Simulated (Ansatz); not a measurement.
Relaxed structures of BSnNH₅ (charge +1), singlet (PBE0-D4/def2-TZVP; forces vanish, vibrations not checked; lower isomers may exist, and structures with a doubtful reference or unclear bonds are left out; Å). Ansatz 0.2.0; basis: def2-TZVPP; cores frozen in the correlated methods. Filled d shells of the heavier atoms are correlated. Core potentials replace the inner electrons of the atoms past krypton. The def2 sets are not built for correlating such inner shells, so the correlated values are less sure here.

Question: Rank them by CCSD(T) energy, lowest first, and give each one's height above the lowest. Links in brackets join atoms within 1.22 times the sum of their covalent radii (1.1 for two metals). (An estimate is asked for; the value comes from the calculation.)
A.
BSnNH₅ ([BH][NH][SnH3]), total charge +1
```
8
angstrom
N -0.4191 0.2552 -0.0202
B 0.3348 1.2797 -0.2153
Sn 0.3689 -1.5806 0.9403
H -1.3992 0.1729 -0.2679
H -0.6477 -1.6340 2.2845
H 1.0939 2.1623 -0.3520
H 1.9604 -1.0739 1.1940
H 0.0970 -2.6745 -0.3138
```
B.
BSnNH₅ ([NH2][B][SnH3]), total charge +1
```
8
angstrom
N -0.9905 0.9611 -0.8298
B -0.3092 0.0940 -0.0939
Sn 0.8534 -1.4300 1.1603
H -1.7422 0.6898 -1.4592
H -0.8139 1.9628 -0.8214
H 0.4517 -1.0071 2.7445
H 2.4536 -1.1529 0.6975
H 0.1828 -2.8801 0.6047
```
C.
BSnNH₅ ([NH2][BH][SnH2]), total charge +1
```
8
angstrom
N -0.9940 0.9495 -0.7436
B 0.1473 0.8222 -0.0059
Sn 0.7881 -1.2633 0.6510
H -1.6076 0.2069 -1.0422
H -1.3097 1.8606 -1.0537
H 0.8464 1.7203 0.3277
H 2.1806 -1.5919 1.5653
H -0.0511 -2.7044 0.3014
```

Answer: By the calculation: C (0.00 kcal/mol), A (8.98 kcal/mol), B (15.80 kcal/mol). Heights count from the lowest.

The T1 diagnostic stays at or below 0.015.

For scale, one of the runs: CCSD(T)/def2-TZVPP, 182 basis functions, launched by `ansatz run in.yaml --threads 2 --pin off --events-out ev --progress --plain --max-ram 4352MiB`. The run took 63 s on 2 CPU threads of an Arm Neoverse V2 (shared host), with 2 GiB of host memory at its peak.
